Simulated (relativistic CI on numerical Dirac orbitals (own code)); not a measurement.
Method of calculation: Dirac-Coulomb-Breit CI, KLI orbitals optimised for each configuration, QED by a radiative potential, unscaled Slater integrals (own radial code, finite nucleus).

The strongest absorption lines from the ground level of an ion, among the configurations computed and to levels below about 50800 eV (vacuum wavelength in nm, gf): 0.02442 (0.0097), 0.02472 (0.017), 0.02529 (0.036), 0.02533 (0.015), 0.02660 (0.096), 0.02672 (0.043), 0.03119 (0.47), 0.03175 (0.24).

Problem. Which ion is it?
A. Pm59+
B. Dy64+
C. Lu69+
D. Ba54+

Solution. A. Pm59+ has 2 electrons and the ground level 1s2 1S_0; the strongest line goes to 1s.2p 1P°_1. The pattern of lines fixes the number of electrons, and along that sequence the line energies rise steadily with the charge (about as its square where n changes within one kind of shell, about linearly where n is kept but much faster in heavy ions where fine structure, which grows about as Z⁴, sets the gap, and irregularly where shells cross), which fixes Z. Configurations outside the model, such as inner-shell arrays, can give stronger lines. At this charge energies of transitions that change n are usually good to better than 1 %, and those within a shell (Δn = 0) to a few per cent.

LS names give the leading component of a level, which can be under half, so a name can repeat, a term be missing and a line seem to break the LS rules.
